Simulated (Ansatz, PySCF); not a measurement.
Gas-phase reaction R1 → P1 + P2, each structure at its B3LYP-D3(BJ)/def2-TZVP stationary point, reached from a drawn start (curvature not checked).
P1, H2 (SMILES [H][H]) (charge 0, multiplicity 1):
```xyz
2

H      0.0000     0.0000     0.3720
H      0.0000     0.0000    -0.3720
```
P2: O atom, charge 0, multiplicity 3.
R1: H2O (SMILES O), charge 0, multiplicity 1.

P less R. No zero-point or thermal terms; singlets are restricted closed shells; open shells are unrestricted; no spin–orbit coupling.

Frozen-core correlation throughout.

Programs: Ansatz (Gaussian orbitals); PySCF for M06-2X. All values are computed, each at the level named.

```csv
level,reaction energy (kcal/mol)
BLYP/def2-TZVPP,121.82
r2SCAN/def2-TZVPP,121.28
B97M-V/def2-TZVPP,120.22
B3LYP/def2-TZVPP,119.47
M06-2X/def2-TZVPP,121.83
wB97M-V/def2-TZVPP,122.29
SCS-MP2/cc-pVTZ,___
CCSD/cc-pVDZ,___
CCSD(T)/cc-pVQZ,___
```

Complete the blanks.


- SCS-MP2/cc-pVTZ, reaction energy (kcal/mol): 120.54
- CCSD/cc-pVDZ, reaction energy (kcal/mol): 103.72
- CCSD(T)/cc-pVQZ, reaction energy (kcal/mol): 120.70

Ansatz is a program for electronic structure.
